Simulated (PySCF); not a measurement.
Part of a log for (LiSH)2 ring (H2Li2S2): ground state, then the species with a core hole.

Computed, not measured: delta-SCF UKS SCAN, pcX-2 on the ionised atom, pcseg-1 elsewhere, spin-free X2C in PySCF. Atoms in this output count from 0. The cycles run on a coarse integration grid; for E(ground) and E(ion) the exchange–correlation energy is redone on a finer one, so they differ from the last cycle, and only they enter the binding energy.

Coordinates (Å, PBE0-D3(BJ)/def2-SVP):
```
Li     0.630713    -0.939061    -0.805538
S      1.687474     0.063359     1.006797
Li    -0.624261     0.206459     1.221716
S     -1.680820    -0.854990    -0.556910
H      1.874783     1.284046     0.456304
H     -1.887879     0.240187    -1.322368
```

```
ground state, core basis on atom 1 (S), 106 functions
  cycle   1  E = -814.87761758  |g| = 4.05e-01
  cycle   2  E = -814.87765031  |g| = 3.18e-02
  cycle   3  E = -814.87750399  |g| = 3.74e-02
  cycle   4  E = -814.87792730  |g| = 4.48e-03
  cycle   5  E = -814.87792984  |g| = 4.31e-04
  E(ground) = -814.88984587 Eh
hole in S 1s of atom 1
  cycle   1  E = -722.69173208  |g| = 5.08e+00
  cycle   2  E = -721.55907076  |g| = 2.36e+00
  cycle   3  E = -715.51525013  |g| = 2.44e+00
  cycle   4  E = -723.85017080  |g| = 2.86e-01
  ...
  cycle   8  E = -723.90484358  |g| = 2.97e-03
  cycle   9  E = -723.90484917  |g| = 1.42e-03
  cycle  10  E = -723.90485079  |g| = 2.38e-04
  E(ion) = -723.90948521 Eh   <S^2> = 0.7514   hole on atom = 1.000
```

**Question.** What is the S 1s binding energy of atom 1?

**Answer.** (-723.909485 − (-814.889846)) Eh × 27.2114 eV/Eh = 2475.70 eV, for the sulfur bonded to 2 Li and H.

```
ground state, core basis on atom 0 (Li), 82 functions
  cycle   1  E = -814.63692782  |g| = 4.63e-01
  cycle   2  E = -814.58204494  |g| = 6.27e-01
  cycle   3  E = -814.71514697  |g| = 3.39e-02
  cycle   4  E = -814.71548280  |g| = 1.54e-02
  cycle   5  E = -814.71556209  |g| = 1.87e-03
  cycle   6  E = -814.71556399  |g| = 5.85e-04
  cycle   7  E = -814.71556318  |g| = 2.51e-04
  E(ground) = -814.74523018 Eh
hole in Li 1s of atom 0
  cycle   1  E = -812.24016209  |g| = 5.84e-01
  cycle   2  E = -812.16203160  |g| = 5.44e-01
  cycle   3  E = -812.34779766  |g| = 2.62e-01
  cycle   4  E = -812.40316148  |g| = 5.57e-02
  cycle   5  E = -812.40494223  |g| = 1.94e-02
  cycle   6  E = -812.40518868  |g| = 6.42e-03
  cycle   7  E = -812.40522053  |g| = 1.31e-03
  cycle   8  E = -812.40522047  |g| = 4.03e-04
  E(ion) = -812.43498210 Eh   <S^2> = 0.7631   hole on atom = 1.000
```

**Question.** What is the Li 1s binding energy of atom 0?

**Answer.** (-812.434982 − (-814.745230)) Eh × 27.2114 eV/Eh = 62.87 eV, for the lithium bonded to 2 S.

The ground state is recomputed for each atom, because the flexible core basis sits on the ionised atom alone; energies of different blocks can't be mixed. One conformer (not necessarily the lowest) at the PBE0-D3(BJ)/def2-SVP geometry, without solvent, vibrations or thermal averaging.

On an x86-64 server with one thread, on a shared host, this took 4.7 s.
Labels such as C1 count atoms from 1, the log's own numbers from 0.
